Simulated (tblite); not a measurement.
Compound: C5H9OP.
Z-matrix (Å and degrees, GFN2-xTB geometry), rows numbered from 1:
```
C 
C   1  1.5244
C   2  1.5301  1  113.14
C   3  1.5241  2  112.22  1    67.90
P   4  1.8898  3  112.56  2   172.01
C   5  1.6400  4   96.76  3    71.86
O   6  1.1630  5  173.56  4   177.28
H   1  1.0870  2  111.30  3   -64.67
H   1  1.0880  2  110.49  3    55.92
H   1  1.0875  2  110.13  3   175.55
H   2  1.0923  1  109.53  3   122.23
H   2  1.0922  1  108.88  3  -120.41
H   3  1.0927  2  109.44  1   -54.04
H   3  1.0931  2  108.90  1  -171.38
H   4  1.0896  3  111.82  2   -65.35
H   4  1.0929  3  110.14  2    55.07
```

All values are computed: GFN2-xTB (tblite) harmonic vibrations without scaling, gas phase. Against measured fundamentals such values can be off by several per cent, at times by over 20. One conformer, not necessarily the lowest.

Harmonic wavenumbers (cm⁻¹): 29.2, 45.0, 108.7, 113.1, 191.4, 245.4, 289.5, 345.2, 420.9, 480.2, 709.6, 747.2, 810.6, 852.4, 917.6, 931.0, 1007.9, 1050.3, 1109.1, 1124.2, 1176.9, 1213.5, 1256.6, 1269.8, 1338.4, 1348.9, 1417.0, 1444.8, 1484.7, 1491.0, 1504.2, 1509.6, 2061.4, 2955.8, 2964.0, 2968.8, 2979.4, 2983.9, 2985.9, 3033.2, 3037.6, 3045.5.

A = 3808, B = 1036, C = 891.9 MHz; mass 116.039 u (most abundant isotopes); point group C1, symmetry number 1.

Problem. What is the zero-point energy?

Solution. Half the sum of the wavenumbers: 28500 cm⁻¹ = 340.93 kJ/mol.

Problem. Give the ideal-gas entropy at 298.15 K and 1 bar in the rigid-rotor, harmonic-oscillator model (classical rotation).

Solution. Translation 168.14, rotation 120.93, vibration 114.58: S = 403.7 J/(mol K).

Problem. And Cp and H(298.15 K) − H(0)?

Solution. Cp = 133.22 J/(mol K), of which vibrations give 99.96 (their classical limit is 42 R = 349.2); H(298.15 K) − H(0) = 26.24 kJ/mol without the zero-point energy, 16.32 from vibrations.

Problem. How do the functions run with temperature in this model?

Solution. 
| T (K) | S (J/(mol K)) | Cp (J/(mol K)) | H − H(0) (kJ/mol) | G − H(0) (kJ/mol) | ln q(vib) |
| --- | --- | --- | --- | --- | --- |
| 150 | 329.0 | 90.4 | 9.77 | -39.57 | 3.71 |
| 250 | 381.5 | 118.4 | 20.18 | -75.20 | 6.12 |
| 400 | 447.3 | 165.1 | 41.44 | -137.48 | 9.39 |
| 600 | 524.7 | 217.6 | 79.98 | -234.84 | 13.51 |
| 900 | 623.8 | 270.4 | 153.81 | -407.58 | 19.28 |

q(vib) and H(0) count from the zero-point level.

Problem. Blend soft modes into free rotors: weight 1/[1 + (100 cm⁻¹/ν̃)⁴] for the oscillator and the rest for a rotor with moment μB/(μ + B), μ = h/(8π²ν), B = 10⁻⁴⁴ kg m². What vibrational entropy results?

Solution. 99.93 J/(mol K) in place of 114.58, which changes −T·S at 298.15 K by +4.37 kJ/mol.

Hindered rotation and anharmonicity are outside this model. Other conformers, if any are populated, would add a mixing term that is left out. The structure is chiral; the term R ln 2 for an equal mix with its mirror image is left out.
